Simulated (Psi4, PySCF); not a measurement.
H4BN, charge -1, doublet, at a GFN2-xTB geometry (a state made from the parent by changing its charge; the spin is typed, not shown lowest) (in this run its highest filled SCF level lies above zero, so its values depend strongly on the basis, on diffuse functions most of all), atoms displaced at random by about 0.08 Å a coordinate. Base run: PySCF with PBE/STO-3G, gradient.

PySCF was given this input:
```python
from pyscf import gto, scf, dft

mol = gto.Mole()
mol.atom = '''
    B    -0.79771198    0.15652631   -0.14948025
    N     0.64242811   -0.04414210   -0.15964872
    H    -1.55508839   -0.94912457    0.05956181
    H    -1.12562200    0.99692844    0.45436709
    H     1.25304469    0.60175887    0.03622414
    H     1.03039003   -0.67606527    0.66878423
'''
mol.basis = 'sto-3g'
mol.charge = -1
mol.spin = 1
mol.verbose = 4
mol.build()

mf = dft.UKS(mol)
mf.xc = 'pbe'
mf.kernel()
g = mf.nuc_grad_method()
grad = g.kernel()
```

Programs used: Psi4, PySCF; a row that names a program was run with it.

The coordinate followed is z of atom 3.

Variants of this job, named by their change:

```csv
change,dE/dx (Eh/bohr),net force (Eh/bohr)
base,0.010466,0.000018
conv_tol = 1e-11,0.010466,0.000018
density fitting = on; auxbasis_response = off,0.010439,0.002183
code = psi4,0.010460,0.000011
grids.level = 0; grid_response = off,0.010550,0.015014
grids.level = 0; grid_response = on,0.010347,0.000000
finite difference step (bohr) = 0.01; conv_tol = 1e-11,0.010470,-
grids.level = 5; grid_response = on,0.010469,0.000000
grids.level = 1; grid_response = on,0.010468,0.000000
finite difference step (bohr) = 1e-4; conv_tol = 1e-11,0.010469,-
density fitting = on,0.010458,0.000018
grid_response = on,0.010470,0.000000
```

The net force is zero for an exact gradient.

Open shells are given as the SCF converged; they aren't shown to be the lowest states, and a large step between rows can be another state.
